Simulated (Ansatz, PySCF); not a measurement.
Spin states of F3W (SMILES [F][W]([F])[F]), each relaxed with B3LYP-D3(BJ)/def2-TZVP.
State 1 (charge 0, multiplicity 4):
```xyz
4

W     -0.0145     0.0168    -0.0141
F      1.7904    -0.3756    -0.3526
F     -0.7846    -0.4540     1.6325
F     -1.0492     0.8798    -1.3219
```
State 2 (charge 0, multiplicity 2):
```csv
atom,x (Å),y (Å),z (Å)
W,0.0788,-0.0168,-0.0375
F,1.8413,-0.3796,-0.3599
F,-0.8687,-0.3711,1.5069
F,-1.1093,0.8345,-1.1655
```

Singlets are restricted, other states unrestricted; no spin–orbit coupling, no relativity up to Kr; see below for the cores. The largest T1 diagnostic is 0.050.

Run with Ansatz (a first-principles code); PySCF for the dispersion terms.  In def2 rows elements past Kr take small-core potentials, without spin–orbit coupling.

**Question.** One of these levels gives 4.16 kcal/mol for the energy of the multiplicity-2 state less that of the multiplicity-4 state. Name it.
A. B97M-V/def2-TZVPP
B. BLYP-D3(BJ)/def2-TZVPP
C. B3LYP/def2-TZVPP
D. PBE/def2-TZVPP

**Answer.** D, PBE/def2-TZVPP. The others give 0.19 (BLYP-D3(BJ)/def2-TZVPP), 5.41 (B97M-V/def2-TZVPP), 3.66 (B3LYP/def2-TZVPP)

Doubts at one or more of the structures used: a spin-contaminated determinant (PBE/def2-TZVPP, B97M-V/def2-TZVPP, B3LYP/def2-TZVPP).
